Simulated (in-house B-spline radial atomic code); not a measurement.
Configurations of neutral neon, with energies counted from [He] 2s2 2p6. All numbers are computed (non-relativistic PBE0, spin-polarised, spherical fractional occupations; point nucleus) with a radial B-spline atomic code at the basis-set limit, not measured. Caution: exact exchange at fractional occupations of open shells leaves self-interaction of up to several eV. Shells without spins written out take the highest spin.

Occupations are held fixed; configurations that lie above the ionisation limit could autoionise.

```csv
configuration,E - E(ref) (eV),highest orbital,its <r> (bohr)
"[He] 2s2 2p(3 up, 2 down) 3p(1 up, 0 down)",20.985,3p up,6.135
"[He] 2s(1 up, 0 down) 2p6 3s(1 up, 0 down)",41.367,3s up,4.225
```

(1) Order these further configurations by energy, lowest first.
A. [He] 2s2 2p5 3d1
B. [He] 2s1 2p6 3p1
C. [He] 2s2 2p(3 up, 2 down) 3s(1 up, 0 down)

Results:

(1) C (18.75 eV), A (22.415 eV), B (43.617 eV).
